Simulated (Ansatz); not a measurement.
A nudged elastic band was laid between two geometries of Cl2H2Sn + ClH (7 atoms, charge 0, multiplicity 1).

Method: RKS BLYP-D4/def2-SVP in Ansatz.

```yaml
movable_images: 5
climbing_image: yes
spring: 5.0 eV/Å²
optimiser: quadratic models (default)
start_path: through a guess of the saddle point
force_threshold: 0.05 eV/Å
iteration_limit: 60
end_points: relaxed
```

Image 0:

```xyz
7
Properties=species:S:1:pos:R:3
Sn -0.289 0.261 -0.056
H -0.706 0.297 1.613
Cl 2.105 0.015 -0.214
H -0.656 1.633 -1.038
Cl -1.247 -1.645 -1.097
Cl 1.196 -2.414 2.248
H 1.900 -1.705 1.396
```

Image 6:

```xyz
7
Properties=species:S:1:pos:R:3
Sn 0.446 -0.614 -0.616
H -0.315 0.408 3.292
Cl 2.332 -0.032 -1.929
H -0.269 0.780 0.104
Cl -1.096 -1.748 -2.014
Cl 1.176 -2.153 1.039
H 0.029 -0.200 2.975
```

**Question.** Which bonds break or form, and what moves?

**Answer.** Bonds broken: Sn1–H2, Cl6–H7. Bonds formed: Sn1–Cl6, H2–H7. Cl2H2Sn + ClH becomes Cl3HSn + H2.

**Question.** What energy profile does the band end with?

**Answer.** It converged. The highest image is number 3 of 0 to 6, 125.4 kJ/mol above the first end and 177.3 kJ/mol above the last; the last end lies 51.9 kJ/mol below the first. Neighbouring images differ by up to 1.2 eV, so the band resolves the path poorly. A vibrational analysis at the climbing image gives one clearly imaginary mode, 1090i cm⁻¹: a first-order saddle point. The orbitals stay closed-shell, which can raise the energy where a bond breaks towards radicals; this wasn't checked here.

```json
{"image": "0", "path coordinate (Å)": "0.00", "energy (kJ/mol)": "0.0", "Sn1–H2 (Å)": "1.72", "Cl6–H7 (Å)": "1.31", "Sn1–Cl6 (Å)": "3.83"}
{"image": "1", "path coordinate (Å)": "1.05", "energy (kJ/mol)": "14.5", "Sn1–H2 (Å)": "1.72", "Cl6–H7 (Å)": "1.30", "Sn1–Cl6 (Å)": "3.84"}
{"image": "2", "path coordinate (Å)": "2.10", "energy (kJ/mol)": "26.0", "Sn1–H2 (Å)": "1.74", "Cl6–H7 (Å)": "1.31", "Sn1–Cl6 (Å)": "3.57"}
{"image": "3", "path coordinate (Å)": "3.15", "energy (kJ/mol)": "125.4", "Sn1–H2 (Å)": "2.01", "Cl6–H7 (Å)": "1.62", "Sn1–Cl6 (Å)": "2.77"}
{"image": "4", "path coordinate (Å)": "4.06", "energy (kJ/mol)": "7.1", "Sn1–H2 (Å)": "2.59", "Cl6–H7 (Å)": "2.22", "Sn1–Cl6 (Å)": "2.44"}
{"image": "5", "path coordinate (Å)": "4.96", "energy (kJ/mol)": "-43.2", "Sn1–H2 (Å)": "3.26", "Cl6–H7 (Å)": "2.61", "Sn1–Cl6 (Å)": "2.38"}
{"image": "6", "path coordinate (Å)": "5.87", "energy (kJ/mol)": "-51.9", "Sn1–H2 (Å)": "4.11", "Cl6–H7 (Å)": "2.98", "Sn1–Cl6 (Å)": "2.37"}
```

**Question.** What is the geometry of the highest image?

**Answer.** 
```xyz
7
Properties=species:S:1:pos:R:3
Sn 0.209 -0.207 -0.099
H -0.104 0.051 1.871
Cl 2.417 0.114 -0.919
H -0.594 1.305 -0.421
Cl -1.105 -1.820 -1.250
Cl 1.126 -2.180 1.620
H 0.353 -0.822 2.051
```

The run took 61 s on 2 threads of Intel(R) Xeon(R) 6975P-C (Granite Rapids) (shared host), peak memory 0.16 GiB.
